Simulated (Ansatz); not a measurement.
BiSb, SMILES `[Sb]#[Bi]` at its PBE0-D4/def2-TZVP geometry, where that method's forces vanish. The species carries charge 0 and has multiplicity 1. Sb, Bi takes the def2 core potential.

```xyz
2

Sb    0.5553   -1.1130   -0.2490
Bi   -0.5553    1.1130    0.2490
```

(1) What forces (eV/Å) does PBE-D4/def2-TZVPP give on these atoms in the Gaussian-basis code of Ansatz? (Best estimate.)

Results:

(1) The calculation gave: 
```
Sb1  0.295 -0.591 -0.132
Bi2 -0.295  0.591  0.132
```
